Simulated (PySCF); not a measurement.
## A small calculation by hand: dipole moment from atomic charges

Hf(F)2(SH)2 (F2H2HfS2), SMILES [F][Hf]([F])([SH])[SH], multiplicity 1. Atoms are numbered in the order given.

```xyz
7

Hf     0.0000     0.0000     0.2124
F      0.0000    -1.5119     1.3776
F      0.0000     1.5119     1.3776
S     -1.9764     0.0000    -1.2403
H     -2.8482     0.0000    -0.2000
S      1.9764     0.0000    -1.2403
H      2.8482     0.0000    -0.2000
```
Charge 0, spin multiplicity 1.

Coordinates come from a B3LYP-D3(BJ)/def2-SVP optimisation. The geometry has at least one imaginary mode, so it is a saddle point at that level. The spin state was assumed, not searched. The def2 effective core potentials stand for the cores of Hf; spin–orbit coupling is left out. The values are those of a single conformer.

Charges (e) from PBE/def2-TZVP in PySCF:

```tsv
atom	ESP fit	Mulliken
Hf1	0.950	1.237
F2	-0.316	-0.359
F3	-0.316	-0.359
S4	-0.344	-0.435
H5	0.185	0.176
S6	-0.344	-0.435
H7	0.185	0.176
```

The dipole moment of the full density is 0.54 D.

Q: What dipole moment does each set of point charges give, and which comes closer to that of the density?

A: 
μ = Σ q r, and 1 e Å = 4.8032 D.
ESP fit: Σ q r = (0.000, 0.000, 0.110) e Å, |μ| = 0.53 D.
Mulliken: Σ q r = (0.000, 0.000, 0.282) e Å, |μ| = 1.36 D.
ESP fit comes closer in size. Point charges leave out the atoms' own dipoles (lone pairs, polarised bonds); fits to the potential absorb them, partitions of the density don't.
